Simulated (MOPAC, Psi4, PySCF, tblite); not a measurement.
Two rigid molecules brought together: CH3F ··· BF3 (SMILES CF and FB(F)F), singlet. Monomers: optimised at B3LYP-D3(BJ) (def2-TZVP), held rigid. Orientation: lowest of the rigid-body minima from ten starts at GFN2-xTB (searched outside a hard wall at short contacts). The monomers approach along the line of their centres of mass (distance R); nothing else relaxes. The shortest distances reach bonding range, where SAPT0 and rigid monomers are unreliable.

- PM6, restricted, heats of formation (MOPAC)
- RKS-LDA (SVWN5)/6-31G* = restricted LDA (SVWN5)/6-31G*, spherical d, no counterpoise correction (PySCF)
- GFN2-xTB (tblite)
- SAPT0/jun-cc-pVDZ, frozen core (Psi4)

Interaction energies in kcal/mol; the last columns give the difference from SAPT0:

| R / Å | PM6 | RKS-LDA (SVWN5)/6-31G* | GFN2-xTB | SAPT0/jun-cc-pVDZ | PM6 − SAPT0/jun-cc-pVDZ | RKS-LDA (SVWN5)/6-31G* − SAPT0/jun-cc-pVDZ | GFN2-xTB − SAPT0/jun-cc-pVDZ |
|---|---|---|---|---|---|---|---|
| 2.09 | 6.99 | -4.53 | 10.22 | 11.76 | -4.77 | -16.29 | -1.54 |
| 2.27 | 4.35 | -11.05 | 1.08 | 2.14 | 2.21 | -13.20 | -1.06 |
| 2.46 | 3.49 | -12.66 | -2.98 | -2.35 | 5.84 | -10.31 | -0.62 |
| 2.70 | 2.07 | -11.29 | -4.07 | -4.17 | 6.24 | -7.13 | 0.10 |
| 2.93 | 0.67 | -8.96 | -3.67 | -4.22 | 4.88 | -4.75 | 0.54 |
| 3.12 | -0.08 | -7.11 | -3.13 | -3.79 | 3.71 | -3.32 | 0.66 |
| 3.42 | -0.55 | -4.76 | -2.40 | -2.94 | 2.39 | -1.83 | 0.54 |
| 3.73 | -0.57 | -2.97 | -1.83 | -2.15 | 1.59 | -0.81 | 0.33 |
| 4.23 | -0.40 | -1.17 | -1.21 | -1.30 | 0.90 | 0.12 | 0.09 |
| 4.90 | -0.23 | -0.36 | -0.71 | -0.70 | 0.47 | 0.34 | -0.01 |
| 5.90 | -0.11 | -0.14 | -0.35 | -0.32 | 0.21 | 0.19 | -0.03 |
| 7.17 | -0.05 | -0.06 | -0.16 | -0.15 | 0.09 | 0.08 | -0.02 |

PM6 is furthest from SAPT0/jun-cc-pVDZ at 2.70 (6.24 kcal/mol, above); its mean absolute difference over the points is 2.78 kcal/mol.

RKS-LDA (SVWN5)/6-31G* is furthest from SAPT0/jun-cc-pVDZ at 2.09 (-16.29 kcal/mol, below); its mean absolute difference over the points is 4.86 kcal/mol.

GFN2-xTB is furthest from SAPT0/jun-cc-pVDZ at 2.09 (-1.54 kcal/mol, below); its mean absolute difference over the points is 0.46 kcal/mol.
